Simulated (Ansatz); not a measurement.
Ansatz (an electronic-structure program) input (PBE/def2-TZVP):

Ansatz 0.2 input:
```yaml
crystal:
  periodic: [false, false, false]
  atoms:
    - {symbol: Pt, position_ang: [-0.00000000, -0.00000000, -0.01938769]}
    - {symbol: H, position_ang: [0.00000000, 0.00000000, 1.51223965]}
basis:
  gaussian:
    orbitals: def2-TZVP
hamiltonian:
  xc: {name: PBE}
magnetization: {spin_polarized: true, initial_magnetization: 1}
relax: {f_tol: 0.003, max_steps: 100}
```

Output:

```
Functional definition: PBE
integrals: 0.01 GiB planned
440 factors; their error is unknown
mean field: 0.12 GiB planned
mean field evaluation 1: about -3261.4082 eV, gradient 2.3e1 eV
mean field evaluation 2: about -3250.3470 eV, gradient 5.8e1 eV
mean field evaluation 4: about -3262.9514 eV, gradient 1.2e1 eV
mean field evaluation 8: about -3263.5879 eV, gradient 6.4e-1 eV
mean field evaluation 16: about -3263.5804 eV, gradient 4.7e-4 eV
mean field evaluation 32: about -3263.4743 eV, gradient 4.2e-1 eV
mean field evaluation 64: about -3262.8837 eV, gradient 9.3e-1 eV
mean field evaluation 96: about -3263.0948 eV, gradient 5.4e0 eV
mean field -3263.58040023 eV, -119.9343675742 hartree, gradient 1.7e-6 eV, S^2 0.750738; 12 other end points of the search recorded, 0 dependent functions left out
the calculation of the forces begins
reference -3263.58043799 eV, -119.9343689619 hartree; 10, 9 occupied and 36, 37 virtual orbitals, 440 factors
relax step   1: F+E_penalty+E_count = -3263.58040023 eV  Δ(F+E_penalty+E_count) = +0.000e0 eV  max|allowed force component| = 6.747e-2 eV/Å  Δτ_max = 0.0000 Å  (268 SCF iters, accepted)
these checks for a lower state are left out or cut short: starts, cluster_reference, orbital_swaps, neighbouring_geometries, increment
integrals: 0.01 GiB planned
440 factors; their error is unknown
mean field: 0.12 GiB planned
mean field -3263.58051216 eV, -119.9343716874 hartree, gradient 1.2e-5 eV, S^2 0.750733; 0 other end points of the search recorded, 0 dependent functions left out
the calculation of the forces begins
reference -3263.58054993 eV, -119.9343730757 hartree; 10, 9 occupied and 36, 37 virtual orbitals, 440 factors
relax step   2: F+E_penalty+E_count = -3263.58051216 eV  Δ(F+E_penalty+E_count) = -1.119e-4 eV  max|allowed force component| = 1.056e-3 eV/Å  Δτ_max = 0.0017 Å  (32 SCF iters, accepted)
integrals: 0.01 GiB planned
440 factors; their error is unknown
mean field: 0.12 GiB planned
mean field evaluation 128: about -3263.5805 eV, gradient 5.4e-5 eV
mean field evaluation 160: about -3262.7921 eV, gradient 5.1e-2 eV
mean field evaluation 192: about -3256.3668 eV, gradient 2.5e1 eV
mean field -3263.58051216 eV, -119.9343716874 hartree, gradient 1.2e-5 eV, S^2 0.750733; 11 other end points of the search recorded, 0 dependent functions left out
the calculation of the forces begins
reference -3263.58054993 eV, -119.9343730757 hartree; 10, 9 occupied and 36, 37 virtual orbitals, 440 factors
Total energy: -3263.58054993 eV, -119.9343730757 hartree
Atom 0 at    -0.000000     0.000000    -0.017707 Å, force    -0.000000     0.000000    -0.001056 eV/Å
Atom 1 at     0.000000    -0.000000     1.510559 Å, force     0.000000    -0.000000     0.001056 eV/Å
Dipole moment:    -0.000000     0.000000    -0.198112 e Å
```

The spin state was set by rule; other spins were not relaxed.
